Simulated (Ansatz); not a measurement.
This geometry of Cl2H2OSn + ClH (8 atoms, charge 0, multiplicity 1) is a first-order saddle point.

Method: RKS PBE0/def2-SVP in Ansatz 0.2.0.

```xyz
8
Properties=species:S:1:pos:R:3
Sn 0.054 -0.168 -0.058
O -0.057 -0.209 1.991
H -0.895 0.049 2.402
H 1.597 0.059 -0.705
Cl -1.117 1.860 -0.291
Cl -1.423 -1.692 -1.006
Cl 1.296 -2.396 1.320
H 0.539 -1.378 2.046
```

Which two structures does it join? (They come from a converged band through this point; their orientation in space is the band's.)

Bonds broken: Sn1–O2, Cl7–H8. Bonds formed: Sn1–Cl7, O2–H8. Cl2H2OSn + ClH becomes Cl3H3OSn.

Initial state:

```xyz
8
Properties=species:S:1:pos:R:3
Sn -0.112 0.015 -0.087
O -0.144 -0.213 1.890
H -0.991 0.008 2.300
H 1.472 -0.041 -0.670
Cl -1.102 2.102 -0.439
Cl -1.568 -1.545 -1.019
Cl 1.622 -2.564 1.623
H 0.816 -1.637 2.099
```

Final state:

```xyz
8
Properties=species:S:1:pos:R:3
Sn -0.043 -0.655 -0.186
O 0.695 0.123 2.096
H -0.058 0.646 2.408
H 1.430 0.090 -0.562
Cl -1.840 0.708 0.504
Cl -0.865 -1.441 -2.246
Cl 0.000 -2.659 1.056
H 0.675 -0.687 2.627
```

How far does it lie above each of them?

0.093 eV above the first and 0.981 eV above the second. This is the barrier of this one path; another mechanism may lie lower. The orbitals stay closed-shell, which can raise the energy where a bond breaks towards radicals; this wasn't checked here.

The run took 2.4 min on 4 threads of Intel(R) Xeon(R) Platinum 8488C (Sapphire Rapids), on a shared host, peak memory 0.34 GiB.
